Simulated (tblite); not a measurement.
Isomers of C8H13OP. Computed values, GFN2-xTB/tblite, gas phase, harmonic and unscaled. Errors from tens to a few hundred cm⁻¹ against measured bands are possible. One conformer each.

Electronic energies: GFN2-xTB at the same geometries; isomer energies are rough at this level and their order can be wrong.

```tsv
SMILES	electronic energy, lowest = 0 (kJ/mol)
C=C[P@@](C)(=O)C1=CCCC1	9.2
C=C[P@]1(=O)CC=C(CC)C1	0.0
C#C[P@](=O)(C=C)CC(C)C	159.9
C=CC[P@](=O)(C=C)C1CC1	117.5
C#C[P@]1(=O)CC[C@@H](C)CC1	28.4
CC(=O)P(C)C1=CCCC1	101.5
```

Task: How do GFN2-xTB zero-point energies change the relative energies?

Result: 
```csv
SMILES,ZPE (kJ/mol),of it from modes above 1550 cm⁻¹,electronic (kJ/mol),"with ZPE, lowest = 0 (kJ/mol)",lowest mode (cm⁻¹),rings
C=C[P@]1(=O)CC=C(CC)C1,494.5,254.5,0.0,0.0,43,1
C=C[P@@](C)(=O)C1=CCCC1,494.4,255.0,9.2,9.0,35,1
C#C[P@]1(=O)CC[C@@H](C)CC1,499.9,247.0,28.4,33.8,60,1
CC(=O)P(C)C1=CCCC1,494.8,254.1,101.5,101.9,28,1
C=CC[P@](=O)(C=C)C1CC1,488.8,258.5,117.5,111.9,33,1
C#C[P@](=O)(C=C)CC(C)C,488.2,260.2,159.9,153.6,55,0
```

The zero-point energies span 11.7 kJ/mol, from `C#C[P@](=O)(C=C)CC(C)C` to `C#C[P@]1(=O)CC[C@@H](C)CC1`. The order is unchanged.

Task: What do entropy and thermal enthalpy add at 298.15 K and 1 bar (rigid rotor, harmonic oscillator, one conformer each)?

Result: 
```tsv
SMILES	point group	symmetry number	S (J/(mol K))	H − H(0) (kJ/mol)	ZPE + H − H(0) − TS (kJ/mol)
C=C[P@]1(=O)CC=C(CC)C1	C1	1	446.3	33.11	394.5
C=C[P@@](C)(=O)C1=CCCC1	C1	1	453.3	33.83	393.0
C#C[P@]1(=O)CC[C@@H](C)CC1	Cs	1	429.2	32.06	403.9
CC(=O)P(C)C1=CCCC1	C1	1	469.4	34.91	389.8
C=CC[P@](=O)(C=C)C1CC1	C1	1	472.6	35.32	383.2
C#C[P@](=O)(C=C)CC(C)C	C1	1	473.3	37.21	384.3
```
